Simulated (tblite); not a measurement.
Record of a relaxation.

C5H10FNSi.
SMILES with atom numbers: `[NH2:1][SiH2:2][C@@H:3]1[CH2:4][CH:5]=[CH:6][C@@H:7]1[F:8]` (hydrogens: H9, H10 on N1; H11, H12 on Si2; H13 on C3; H14, H15 on C4; H16 on C5; H17 on C6; H18 on C7)

Computed with GFN2-xTB (tblite), gas phase: L-BFGS steps from a force-field or distance-geometry start until the largest atomic force falls under 0.01 eV/Å. 8 of its 101 geometries are shown.

Step 0: E = -684.6132 eV, largest atomic force 3.355 eV/Å
```
atom  x, y, z in Å  |  force x, y, z in eV/Å
N1      2.821   -0.462   -0.445   -0.405   0.758   0.831
Si2     1.602    0.810   -0.052    3.321  -0.117   0.464
C3     -0.023    0.264   -0.627   -1.300  -0.019   0.166
C4     -1.221    1.027   -0.049   -0.610  -0.389   0.267
C5     -2.322    0.170   -0.624   -0.093  -0.557   0.022
C6     -1.869   -1.075   -0.755   -0.814   0.139  -0.177
C7     -0.450   -1.135   -0.261   -0.556  -0.557  -0.994
F8     -0.502   -1.341    1.109    0.587  -0.201  -0.090
H9      2.756   -1.300    0.167    0.298   0.935  -0.701
H10     3.787   -0.081   -0.455   -1.013  -0.667   0.142
H11     2.002    1.983   -0.841    0.013  -0.033  -0.019
H12     1.676    1.201    1.369   -0.204  -0.085  -0.082
H13    -0.127    0.332   -1.717    0.289  -0.038   0.125
H14    -1.265    2.062   -0.350   -0.027   0.266   0.179
H15    -1.276    0.881    1.069    0.235   0.599  -0.990
H16    -3.315    0.477   -0.907    0.076   0.224   0.191
H17    -2.433   -1.905   -1.147    0.130  -0.082   0.160
H18     0.149   -1.904   -0.761    0.072  -0.176   0.507
```

Step 14: E = -685.1397 eV, largest atomic force 0.215 eV/Å
```
atom  x, y, z in Å  |  force x, y, z in eV/Å
N1      2.816   -0.368   -0.353   -0.045  -0.115  -0.056
Si2     1.692    0.862    0.067   -0.054  -0.128  -0.067
C3      0.001    0.267   -0.584   -0.192  -0.028  -0.050
C4     -1.249    1.037   -0.129   -0.144   0.047   0.010
C5     -2.363    0.134   -0.571   -0.020  -0.030  -0.089
C6     -1.929   -1.106   -0.722    0.025   0.000  -0.051
C7     -0.467   -1.171   -0.354   -0.036  -0.088   0.009
F8     -0.369   -1.503    1.000    0.130  -0.050   0.044
H9      2.698   -1.279    0.058    0.057  -0.077   0.010
H10     3.793   -0.162   -0.483   -0.069   0.025   0.111
H11     2.104    1.970   -0.788    0.008   0.178   0.028
H12     1.604    1.249    1.472   -0.018   0.020   0.135
H13     0.064    0.370   -1.671   -0.070  -0.015  -0.087
H14    -1.353    2.040   -0.533    0.192   0.083  -0.049
H15    -1.288    1.090    0.963    0.121   0.154   0.026
H16    -3.360    0.496   -0.745   -0.052  -0.028   0.065
H17    -2.493   -1.969   -1.027    0.011  -0.019   0.091
H18     0.088   -1.953   -0.876    0.156   0.071  -0.079
```

Step 29: E = -685.2874 eV, largest atomic force 0.348 eV/Å
```
atom  x, y, z in Å  |  force x, y, z in eV/Å
N1      2.734   -0.408   -0.311    0.037  -0.006   0.095
Si2     1.623    0.818    0.167   -0.173  -0.074  -0.084
C3     -0.002    0.304   -0.696    0.133   0.011  -0.079
C4     -1.252    1.131   -0.336    0.220   0.056   0.123
C5     -2.342    0.114   -0.383   -0.131   0.228  -0.080
C6     -1.899   -1.123   -0.501    0.108  -0.259   0.008
C7     -0.397   -1.172   -0.514    0.095   0.100  -0.009
F8      0.091   -1.719    0.691   -0.161   0.217  -0.220
H9      2.518   -1.354   -0.018    0.190   0.224  -0.080
H10     3.715   -0.199   -0.191   -0.098  -0.214   0.030
H11     2.104    2.061   -0.440    0.012   0.001   0.009
H12     1.397    1.017    1.603   -0.031  -0.019   0.019
H13     0.148    0.421   -1.772    0.049   0.003  -0.005
H14    -1.418    1.952   -1.049    0.049  -0.218   0.183
H15    -1.199    1.579    0.669    0.036  -0.135  -0.231
H16    -3.368    0.425   -0.350   -0.188  -0.075   0.060
H17    -2.500   -2.014   -0.554    0.042  -0.024   0.057
H18     0.038   -1.827   -1.290   -0.187   0.183   0.203
```

Step 43: E = -685.3307 eV, largest atomic force 0.070 eV/Å
```
atom  x, y, z in Å  |  force x, y, z in eV/Å
N1      2.751   -0.402   -0.284    0.033   0.027  -0.008
Si2     1.595    0.794    0.163    0.013   0.021   0.042
C3      0.003    0.321   -0.773    0.006   0.005  -0.003
C4     -1.244    1.136   -0.390   -0.012   0.001   0.007
C5     -2.344    0.119   -0.360    0.035   0.007   0.060
C6     -1.889   -1.118   -0.462    0.007   0.000   0.033
C7     -0.394   -1.141   -0.562   -0.017  -0.007  -0.002
F8      0.141   -1.646    0.632   -0.014  -0.001  -0.015
H9      2.524   -1.360   -0.065    0.007  -0.006  -0.021
H10     3.723   -0.235   -0.080   -0.030   0.018   0.015
H11     2.093    2.071   -0.358    0.006  -0.029  -0.003
H12     1.297    0.923    1.597   -0.025  -0.006  -0.030
H13     0.176    0.451   -1.843   -0.006  -0.020  -0.033
H14    -1.445    1.940   -1.100    0.011  -0.030  -0.006
H15    -1.147    1.596    0.598   -0.009  -0.015   0.001
H16    -3.377    0.398   -0.236    0.005   0.035  -0.019
H17    -2.461   -2.027   -0.418   -0.021  -0.012  -0.026
H18    -0.011   -1.815   -1.337    0.012   0.011   0.010
```

Step 57: E = -685.3348 eV, largest atomic force 0.034 eV/Å
```
atom  x, y, z in Å  |  force x, y, z in eV/Å
N1      2.767   -0.383   -0.280   -0.006   0.004  -0.009
Si2     1.584    0.786    0.167   -0.003   0.008   0.002
C3      0.005    0.315   -0.791   -0.008  -0.007  -0.004
C4     -1.236    1.137   -0.403   -0.003  -0.007   0.001
C5     -2.335    0.124   -0.330   -0.012   0.007   0.002
C6     -1.890   -1.116   -0.439   -0.015   0.011   0.011
C7     -0.398   -1.145   -0.571   -0.002  -0.011  -0.023
F8      0.162   -1.658    0.608   -0.010   0.001   0.017
H9      2.540   -1.353   -0.124    0.017  -0.003  -0.005
H10     3.722   -0.214   -0.011    0.018  -0.005   0.010
H11     2.098    2.063   -0.329   -0.016   0.018   0.001
H12     1.231    0.891    1.588    0.016   0.002   0.013
H13     0.177    0.440   -1.862    0.011  -0.011   0.007
H14    -1.452    1.919   -1.133    0.008  -0.005   0.003
H15    -1.121    1.625    0.569   -0.010  -0.005  -0.003
H16    -3.363    0.415   -0.192    0.002   0.009  -0.002
H17    -2.468   -2.022   -0.392    0.005   0.013   0.007
H18    -0.034   -1.818   -1.353    0.008  -0.018  -0.028
```

Step 71: E = -685.3368 eV, largest atomic force 0.026 eV/Å
```
atom  x, y, z in Å  |  force x, y, z in eV/Å
N1      2.790   -0.358   -0.279    0.011  -0.002   0.001
Si2     1.580    0.781    0.172    0.005  -0.003   0.001
C3      0.008    0.298   -0.794    0.005  -0.012   0.001
C4     -1.226    1.135   -0.414    0.002  -0.009   0.009
C5     -2.333    0.133   -0.324   -0.004  -0.002   0.004
C6     -1.901   -1.112   -0.428    0.008   0.001  -0.011
C7     -0.410   -1.158   -0.577    0.000  -0.002   0.011
F8      0.154   -1.682    0.596    0.001   0.006  -0.014
H9      2.568   -1.336   -0.173    0.004   0.002  -0.001
H10     3.732   -0.195    0.038   -0.022   0.006  -0.013
H11     2.056    2.078   -0.314   -0.002   0.001   0.004
H12     1.236    0.870    1.597   -0.007  -0.007   0.006
H13     0.190    0.420   -1.863    0.004  -0.004  -0.004
H14    -1.438    1.908   -1.154    0.004  -0.001   0.007
H15    -1.107    1.633    0.552   -0.004   0.012  -0.007
H16    -3.356    0.435   -0.174   -0.008   0.003  -0.010
H17    -2.489   -2.012   -0.368    0.012   0.010   0.008
H18    -0.062   -1.833   -1.367   -0.008   0.002   0.010
```

Step 86: E = -685.3380 eV, largest atomic force 0.018 eV/Å
```
atom  x, y, z in Å  |  force x, y, z in eV/Å
N1      2.799   -0.336   -0.281   -0.011   0.005   0.004
Si2     1.563    0.763    0.200   -0.010  -0.005   0.004
C3      0.015    0.289   -0.806    0.002  -0.001  -0.003
C4     -1.219    1.139   -0.453    0.006   0.010  -0.010
C5     -2.324    0.145   -0.301    0.004   0.009   0.000
C6     -1.899   -1.104   -0.382   -0.001   0.004  -0.003
C7     -0.417   -1.164   -0.590    0.000  -0.003  -0.008
F8      0.193   -1.718    0.544   -0.004   0.005  -0.001
H9      2.591   -1.321   -0.226   -0.003   0.008   0.002
H10     3.730   -0.173    0.065    0.014   0.009  -0.006
H11     2.016    2.089   -0.230    0.007  -0.005   0.004
H12     1.190    0.796    1.620    0.009  -0.011   0.003
H13     0.229    0.411   -1.869   -0.005  -0.012   0.000
H14    -1.439    1.874   -1.230   -0.009  -0.003  -0.005
H15    -1.092    1.692    0.482    0.002   0.000   0.008
H16    -3.342    0.456   -0.136   -0.007  -0.004   0.007
H17    -2.484   -2.000   -0.277   -0.010   0.000  -0.001
H18    -0.119   -1.831   -1.407    0.015  -0.007   0.005
```

Step 100: E = -685.3391 eV, largest atomic force 0.009 eV/Å
```
atom  x, y, z in Å  |  force x, y, z in eV/Å
N1      2.809   -0.312   -0.293    0.002  -0.008  -0.002
Si2     1.552    0.746    0.219    0.008   0.003   0.002
C3      0.017    0.278   -0.810    0.000   0.005   0.001
C4     -1.213    1.142   -0.477   -0.003  -0.003   0.008
C5     -2.322    0.157   -0.297   -0.003   0.002  -0.003
C6     -1.907   -1.096   -0.367   -0.003  -0.001   0.000
C7     -0.427   -1.171   -0.587   -0.003   0.002   0.001
F8      0.187   -1.727    0.544    0.001   0.002  -0.001
H9      2.628   -1.304   -0.248    0.000   0.002  -0.003
H10     3.743   -0.130    0.037   -0.006   0.005   0.000
H11     1.988    2.092   -0.164   -0.005  -0.007  -0.001
H12     1.178    0.723    1.639   -0.001  -0.001   0.002
H13     0.247    0.390   -1.870    0.003   0.001  -0.001
H14    -1.436    1.854   -1.273    0.004  -0.002   0.002
H15    -1.080    1.719    0.443   -0.001  -0.002  -0.008
H16    -3.336    0.476   -0.123    0.002  -0.003   0.000
H17    -2.500   -1.986   -0.247    0.005   0.005   0.000
H18    -0.140   -1.844   -1.403    0.000   0.000   0.004
```

Question: Summarise the path.

Answer: The energy falls by 0.7258 eV from step 0 to step 100; nine tenths of that is first reached at step 27. It falls at every step. The largest force goes from 3.355 to 0.009 eV/Å. Among the bonds Si2–C3 changes most, from 1.809 to 1.907 Å; the atoms move by 0.636 Å rms after alignment.

Question: Follow the three bonds and two angles with the largest change from start to end.

Answer: 
```tsv
step	E above end (eV)	largest force (eV/Å)	Si2–C3 (Å)	N1–Si2 (Å)	C4–H15 (Å)	F8–C7–H18 (°)	C3–Si2–H12 (°)
0	0.7258	3.355	1.809	1.805	1.129	111.5	115.5
4	0.3446	0.423	1.895	1.720	1.095	105.6	110.4
9	0.2626	0.287	1.905	1.729	1.097	104.0	111.1
13	0.2088	0.210	1.909	1.718	1.097	105.0	111.0
17	0.1559	0.373	1.908	1.724	1.090	105.4	111.1
22	0.1143	0.190	1.906	1.720	1.098	104.9	112.2
26	0.0771	0.313	1.895	1.718	1.092	102.6	112.0
30	0.0390	0.322	1.908	1.723	1.093	104.2	110.0
35	0.0174	0.115	1.906	1.723	1.095	104.4	110.3
39	0.0118	0.102	1.909	1.721	1.093	104.3	109.8
43	0.0084	0.070	1.907	1.722	1.094	104.3	109.3
48	0.0063	0.046	1.907	1.722	1.094	104.0	108.7
52	0.0051	0.034	1.907	1.722	1.094	104.3	108.2
57	0.0042	0.034	1.906	1.721	1.094	104.1	107.7
61	0.0036	0.027	1.907	1.722	1.094	104.2	107.7
65	0.0027	0.033	1.907	1.721	1.094	104.2	107.9
70	0.0023	0.024	1.907	1.722	1.094	104.2	108.2
74	0.0020	0.020	1.907	1.721	1.093	104.1	108.4
78	0.0017	0.016	1.906	1.721	1.094	104.1	108.5
83	0.0013	0.024	1.906	1.721	1.094	104.1	108.2
87	0.0010	0.020	1.907	1.721	1.093	104.1	108.1
91	0.0006	0.031	1.907	1.721	1.094	103.9	108.1
96	0.0002	0.017	1.907	1.721	1.093	104.0	108.2
100	0.0000	0.009	1.907	1.721	1.094	104.0	108.2
```

The cost below is that of the whole relaxation. Time: 0.6 s of wall time. Hardware: one thread of an Arm Neoverse V2 (shared host).
